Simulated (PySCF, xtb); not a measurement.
BClH5NO2Si, SMILES OB(O)N[SiH2]Cl.

GFN2-xTB (xtb) at its own geometry gives an orbital gap of 5.91 eV and a dipole moment of 5.19 D.

Geometry optimised at ωB97X-D3(BJ)/def2-SVP. This is a generated structure with no PubChem entry under its InChIKey; it may be hypothetical. The values are those of a single conformer.

Problem. What does B3LYP/def2-TZVP (PySCF) give? (Estimate from the structure and the level; the computed values follow.)

Solution. gap 7.22 eV (levels -7.60 and -0.38 eV), dipole 3.90 D.
